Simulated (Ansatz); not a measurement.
CH₃BFNO (`NB1OC1F`), relaxed with RKS PBE0-D4/def2-TZVP in Ansatz from a PBE-D4/def2-SVP geometry. The force threshold is 0.005 eV/Å; the program also tests the step.

Total charge 0; spin multiplicity 1.

Start:

```xyz
8

N    -0.884   -0.152    1.279
B    -0.002   -0.114    0.205
O     1.326   -0.358   -0.048
C     0.546    0.126   -1.193
F     0.912    1.378   -1.605
H    -0.593   -0.411    2.222
H    -1.867    0.101    1.194
H     0.562   -0.570   -2.054
```

```
step  energy (eV)  largest force (eV/Å)  largest move (Å)
   1   -8011.7795                 0.659             0.000
   2   -8011.8110                 0.272             0.020
   3   -8011.8153                 0.076             0.011
   4   -8011.8154                 0.025             0.003
   5   -8011.8155                 0.012             0.001
   6   -8011.8155                 0.004             0.001
```

End:

```xyz
8

N    -0.878   -0.153    1.268
B     0.000   -0.114    0.205
O     1.313   -0.350   -0.053
C     0.540    0.120   -1.181
F     0.904    1.363   -1.591
H    -0.591   -0.408    2.198
H    -1.844    0.102    1.183
H     0.556   -0.561   -2.028
```

Run time 24 s (2 threads of an Arm Neoverse V2 on a shared host); peak host memory 0.34 GiB.
